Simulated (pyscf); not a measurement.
A first-order saddle from PySCF, ωB97X-D3(BJ)/def2-SVP:

```xyz
6

O      0.1495     1.4118     0.5778
Si    -0.1202     0.0530    -0.3130
H      1.0390     1.5358     0.9297
H     -1.5047     0.1946    -0.8194
O      1.0687    -0.6104    -1.2142
H      0.6161    -1.3556    -0.1563
```
Charge 0, spin multiplicity 2.

Surface: doublet, charge 0. Lowest wavenumbers (cm⁻¹): 1625i, 279, 424, 514, 706.

Which two sides does it connect, and which bonds change?

•O–SiH₂–OH ⇌ HO–SiH•–OH, a hydrogen shift read from left to right: H–Si broken and H–O formed. At CCSD(T)/def2-TZVPP + ΔMP2(QZVPP) it lies +66.3 kJ/mol from the left side and +174.6 kJ/mol from the right (each side as separated species at their lowest minima found). One saddle was located; it need not be the lowest between these sides. The CCSD(T) − MP2 part came from Ansatz, without density fitting, on the same reference.
